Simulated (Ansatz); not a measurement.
# Pulling the pair apart

The pair of Li⁺ (SMILES [Li+], atom 1) and CH5N (SMILES CN, atoms 2–8), both closed shells, in one local arrangement (a lower one may exist), relaxed at PBE0-D4/def2-TZVP:

```xyz
8
angstrom
Li -0.2980 0.2410 -2.2251
C 0.1194 -0.5791 0.5099
N -0.1013 0.6299 -0.3229
H 0.2268 -0.3364 1.5678
H 1.0247 -1.0902 0.1814
H -0.7245 -1.2603 0.3980
H 0.6677 1.2748 -0.1522
H -0.9149 1.1204 0.0431
```

CH5N is shifted rigidly along the line between the mean atom positions of the two fragments (negative: closer). Counterpoise interaction energies in kJ/mol. Ansatz 0.2.0; basis: def2-TZVPPD; cores frozen in the correlated methods. The outer core shell of Li, Na, Mg and K is correlated. B3LYP uses VWN-RPA correlation.

| shift (Å) | MP2 | B3LYP-D4 | wB97M-V |
| --- | --- | --- | --- |
| -0.20 | -155.6 | -168.0 | -163.1 |
| -0.10 | -166.6 | -177.5 | -173.0 |
| 0.00 | -170.7 | -180.4 | -176.2 |
| 0.10 | -170.1 | -178.7 | -174.8 |
| 0.23 | -164.1 | -171.7 | -168.0 |
| 0.49 | -145.1 | -153.5 | -148.0 |
| 0.98 | -104.7 | -115.4 | -106.4 |
| 1.95 | -52.1 | -56.3 | -52.4 |

Q: What does CCSD(T) give at these shifts? (An estimate is asked for; the value comes from the calculation.)

A: Computed: -155.6, -166.5, -170.4, -169.6, -163.3, -144.1, -103.4, -51.1 kJ/mol. For zero shift, CCSD(T) at an estimated basis limit (MP2 extrapolated from triple and quadruple zeta, plus CCSD(T) − MP2 in triple zeta) gives -173.7 kJ/mol. These are counterpoise interaction energies, counted from the two frozen fragments.

T1 diagnostic: at most 0.009.

For scale, one of the runs: CCSD(T)/def2-TZVPPD, 181 basis functions, launched by `ansatz run in.yaml --threads 2 --pin off --events-out ev --progress --plain --max-ram 5222MiB`. Hardware: 2 CPU threads of an Arm Neoverse V2, shared host. Wall time 28 s; peak host memory 1.8 GiB.
